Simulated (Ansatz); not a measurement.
silene (SMILES C=[SiH2]) moved off its minimum; all values from Ansatz (a program for electronic structure), cores frozen in correlated methods.
(charge 0, multiplicity 1)
```xyz
6

C     -1.0484    -0.0682     0.0043
Si     0.5320    -0.0464     0.0577
H     -1.7695     0.8928    -0.1266
H     -1.6958    -0.8973     0.0174
H      1.3996    -1.0951     0.0920
H      1.2742     1.3454     0.0302
```

Forces at r2SCAN/def2-TZVPP (eV/Å):

```
atom      Fx      Fy      Fz
----  ------  ------  ------
C1    -6.928   2.842  -0.644
Si2    4.270   4.028  -0.001
H3     2.138  -2.089   0.436
H4    -0.488  -1.215   0.041
H5     1.593  -2.277   0.157
H6    -0.584  -1.290   0.011
```

Task: Give the forces (eV/Å), the total energy and the dipole at CCSD(T)/aug-cc-pV(T+d)Z.

Result: 
| atom | Fx | Fy | Fz |
|---|---|---|---|
| C1 | -7.458 | 2.843 | -0.659 |
| Si2 | 4.835 | 4.022 | 0.014 |
| H3 | 2.143 | -2.043 | 0.430 |
| H4 | -0.485 | -1.261 | 0.046 |
| H5 | 1.571 | -2.220 | 0.154 |
| H6 | -0.606 | -1.340 | 0.014 |
Energy -329.4036 hartree, dipole 0.68 D.
